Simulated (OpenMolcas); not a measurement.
**Mn2+: ligand-field states by method**

Mn2+ with its 6 nearest fluoride ions at 2.202 Å, on the Na site of NaF (a = 4.634 Å, distance in the model lattice 2.317 Å). The rest of the host is ab initio model potentials to 7.6 Å, with orthogonalisation functions on the cations behind the ligands, and point charges beyond; the distance is set by hand and nothing relaxes, and no local charge compensation is placed. Ligand basis ANO-RCC-VDZP.
```
Mn    0.0000    0.0000    0.0000
F     2.2020    0.0000    0.0000
F     0.0000    2.2020    0.0000
F    -2.2020    0.0000    0.0000
F     0.0000   -2.2020    0.0000
F     0.0000    0.0000    2.2020
F     0.0000    0.0000   -2.2020
```

```json
{"Program": "OpenMolcas 26.06", "Basis": "ANO-RCC-VDZP [5s4p2d1f]", "Scalar Hamiltonian": "DKH2, point nucleus", "Active space": "5 electrons in 5 orbitals (3d)", "State averaging": "2S+1 = 6 even, 1 root; 2S+1 = 4 even, 24 roots; 2S+1 = 2 even, 75 roots", "Spin-orbit coupling": "state interaction with AMFI integrals over the reference wave functions"}
```

I. CASSCF
II. SS-CASPT2, IPEA 0.25 Eh, imaginary shift 0.1 Eh (closed shells correlated: 3s 3p and the ligand valence shells)

Spin-free states (labels of O, the rotations of Oh) in cm-1, each column counted from its own energy of the first state listed:

```
State  Degeneracy      I     II
  6A1           1      0      0
  4T1           3  27242  23370
  4T2           3  30339  26050
   4E           2  31340  27570
  4A1           1  31409  27850
  4T2           3  37446  31260
  2T2           3  37969  32300
   4E           2  39102  33260
  4T1           3  39921  36720
  2A2           1  41076  35300
  2T1           3  41492  36510
  2T2           3  42326  36920
   2E           2  43379  38310
  2A1           1  44543  40170
  2T2           3  47271  40610
   2E           2  48150  40230
  2T1           3  49825  41750
  2T2           3  52380  45150
  4T1           3  52556  45700
  4A2           1  53141  45680
```

From I to II, I's first state of another spin (4T1) moves from 27242 to 23370 cm-1, by about -3900 cm-1.

I: A least-squares ligand-field fit to the states below 45000 cm-1, each weighted by its degeneracy and with a free common offset, gives 10Dq = 6519 cm-1, B = 1089 cm-1 and C = 4062 cm-1 (C/B = 3.73), with an rms deviation of 93 cm-1. The same method and metal basis give the free ion B = 1108 cm-1 (fit to its terms below 60000 cm-1, rms deviation 53 cm-1), so the nephelauxetic ratio is β = 1089 / 1108 = 0.98; it hangs on how both fits weigh the states, and computed free-ion B values tend to be too large, so β mixes covalency with correlation.

χT at 300 K: I 4.39, II 4.39 cm3 K/mol.

Roots that are degenerate in the reference are averaged as groups; the widest CASPT2 spread within a group is 100 cm-1 (the 2-fold group of multiplicity 2 near 64300 cm-1 above the lowest state of its run, II). Shifts and gaps below about the spread of the groups concerned are not significant. Over all roots computed the reference weight is 0.73 to 0.74 in II; a low but even weight reflects the number of correlated electrons. Ligand-to-metal charge-transfer states are missing. With no ligand orbital active B as a rule stays too high, so bands that hang on it stand too high and its fall with covalency is understated. Without dynamic correlation the repulsion within the d shell is too large (B by tens of per cent), so at a given field states of lower spin stand too high (holds for I). With metal d orbitals alone and no dynamic correlation 10Dq can be off by a tenth to a fifth, either way, in oxide and fluoride hosts (holds for I). These CASPT2 states fit no ligand-field parameters well, so their order and spin gaps are uncertain (holds for II). With one d shell and no ligand orbital active, 10Dq can be off by tens of per cent for divalent 3d ions, low with halides held by bare charges and at times high in hosts (holds for II). Free-ion shares, where given, are those of the reference states; single-state CASPT2 does not remix them (holds for II). No measured value stands beside these numbers; the geometry was set by hand and not optimised.
